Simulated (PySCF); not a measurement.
**Multinuclear NMR of C₃H₉FO₂Si₂**

Molfile (atoms numbered from 1):
```
C3H9FO2Si2
     RDKit          3D

 17 16  0  0  0  0  0  0  0  0999 V2000
   -1.9359   -0.9788    0.0830 C   0  0  0  0  0  0  0  0  0  0  0  0
   -1.4377   -0.1970   -1.1227 C   0  0  1  0  0  0  0  0  0  0  0  0
   -2.3753    0.7852   -1.4441 F   0  0  0  0  0  0  0  0  0  0  0  0
    0.2493    0.6823   -0.8571 Si  0  0  1  0  0  4  0  0  0  0  0  0
    0.1150    1.8610    0.6541 C   0  0  0  0  0  0  0  0  0  0  0  0
    0.8447    1.7119    1.6038 O   0  0  0  0  0  0  0  0  0  0  0  0
    1.3425   -0.4119   -0.4265 O   0  0  0  0  0  0  0  0  0  0  0  0
    2.4666   -0.7104    0.7465 Si  0  0  0  0  0  4  0  0  0  0  0  0
   -2.9008   -1.4361   -0.1291 H   0  0  0  0  0  0  0  0  0  0  0  0
   -2.0453   -0.3207    0.9425 H   0  0  0  0  0  0  0  0  0  0  0  0
   -1.2166   -1.7564    0.3234 H   0  0  0  0  0  0  0  0  0  0  0  0
   -1.4085   -0.8497   -2.0023 H   0  0  0  0  0  0  0  0  0  0  0  0
    0.6885    1.4154   -2.0393 H   0  0  0  0  0  0  0  0  0  0  0  0
   -0.6284    2.6822    0.6678 H   0  0  0  0  0  0  0  0  0  0  0  0
    3.1207   -1.8860    0.1722 H   0  0  0  0  0  0  0  0  0  0  0  0
    1.7594   -1.0188    1.9825 H   0  0  0  0  0  0  0  0  0  0  0  0
    3.3549    0.4396    0.8353 H   0  0  0  0  0  0  0  0  0  0  0  0
  1  2  1  0
  2  3  1  0
  2  4  1  0
  4  5  1  0
  5  6  2  0
  4  7  1  0
  7  8  1  0
  1  9  1  0
  1 10  1  0
  1 11  1  0
  2 12  1  6
  4 13  1  6
  5 14  1  0
  8 15  1  0
  8 16  1  0
  8 17  1  0
M  END
```

- GFN2-xTB geometry
- shieldings: GIAO PBE0/pcSseg-1
- program: PySCF
- no solvent model, non-relativistic Hamiltonian, rapidly exchanging positions averaged, single conformer

(1) What are the 19F shifts?

(2) What are the 29Si shifts?

(3) What are the 17O shifts?

Results:

(1) 
| atoms | environment | σ (ppm) | δ (ppm) |
| --- | --- | --- | --- |
| F3 | fluorine on an sp3 carbon | 429.5 | -227.0 |

Shieldings were converted by a linear fit to measured shifts: 19F (scatter 6.0 ppm rms, 7.0 ppm with the 5 outliers that the fit left out vs CFCl3, solution or neat liquid, with a term for F on sp3 carbon). A few per cent of atoms miss by over 2 rms, more outside the fitted compound classes.

On a 400 MHz spectrometer 19F resonates near 376.4 MHz, so 1 ppm is 376.4 Hz.

(2) 
```json
{"atoms": "Si8", "environment": "silicon bonded to O, 3 H", "σ (ppm)": "381.6", "δ (ppm)": "-33.7"}
{"atoms": "Si4", "environment": "silicon bonded to 2 C, O, H", "σ (ppm)": "393.4", "δ (ppm)": "-43.4"}
```

Shieldings were converted by a linear fit to measured shifts: 29Si: δ = 279.94 − 0.822σ (rms 8.9 ppm, 72 shifts, 25.8 ppm with the 6 outliers that the fit left out vs TMS, solution or neat liquid). Occasional misses reach two or three times the rms, and more in compound classes unlike the fitted ones.

On a 300 MHz spectrometer 29Si resonates near 59.6 MHz, so 1 ppm is 59.6 Hz.

(3) 
| atoms | environment | σ (ppm) | δ (ppm) |
| --- | --- | --- | --- |
| O6 | carbonyl oxygen | -595.6 | 809.2 |
| O7 | oxygen bonded to 2 Si | 333.1 | -36.7 |

Shieldings were converted by a linear fit to measured shifts: 17O: δ = 266.70 − 0.911σ (rms 10.7 ppm, 155 shifts, 12.2 ppm with the 3 outliers that the fit left out vs liquid water, solution or neat liquid). Occasional misses reach two or three times the rms, and more in compound classes unlike the fitted ones.

On a 300 MHz spectrometer 17O resonates near 40.7 MHz, so 1 ppm is 40.7 Hz.
